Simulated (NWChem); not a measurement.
# GeHI, singlet; SMILES [GeH][I]

```xyz
3

Ge     0.0326    -1.5707     0.0000
H     -1.5633    -1.6655     0.0000
I      0.0098     0.9798     0.0000
```
Atoms are numbered in this order, from 1.

Computed with NWChem. Low-valent species are run as closed-shell singlets; no triplet was tried in these runs. Structure relaxed at the PBE0/def2-SVP level. def2 effective core potentials on I; no spin-orbit coupling. Vertical excitations in the gas phase; the lowest state need not have the same character in each row.

```json
[
 {"level": "PBE/def2-SVP, TDA", "lowest excitation, singlet (eV)": "2.15", "oscillator strength of that lowest state": "0.004", "lowest state with f > 0.02, singlet (eV)": "3.90", "oscillator strength of that bright state": "0.048", "orbital gap (eV)": "1.86"},
 {"level": "B3LYP/def2-SVP, TDA", "lowest excitation, singlet (eV)": "2.34", "oscillator strength of that lowest state": "0.006", "lowest state with f > 0.02, singlet (eV)": "4.00", "oscillator strength of that bright state": "0.044", "orbital gap (eV)": "3.24"},
 {"level": "CAM-B3LYP/def2-SVP, TDA", "lowest excitation, singlet (eV)": "2.50", "oscillator strength of that lowest state": "0.009", "lowest state with f > 0.02, singlet (eV)": "4.24", "oscillator strength of that bright state": "0.035", "orbital gap (eV)": "5.85"},
 {"level": "LDA (Slater exchange, VWN5)/def2-SVP, TDA", "lowest excitation, singlet (eV)": "?", "oscillator strength of that lowest state": "0.003", "lowest state with f > 0.02, singlet (eV)": "3.92", "oscillator strength of that bright state": "0.047", "orbital gap (eV)": "?"}
]
```

Complete the blanks.


- LDA (Slater exchange, VWN5)/def2-SVP, TDA, lowest excitation, singlet (eV): 2.07
- LDA (Slater exchange, VWN5)/def2-SVP, TDA, orbital gap (eV): 1.75
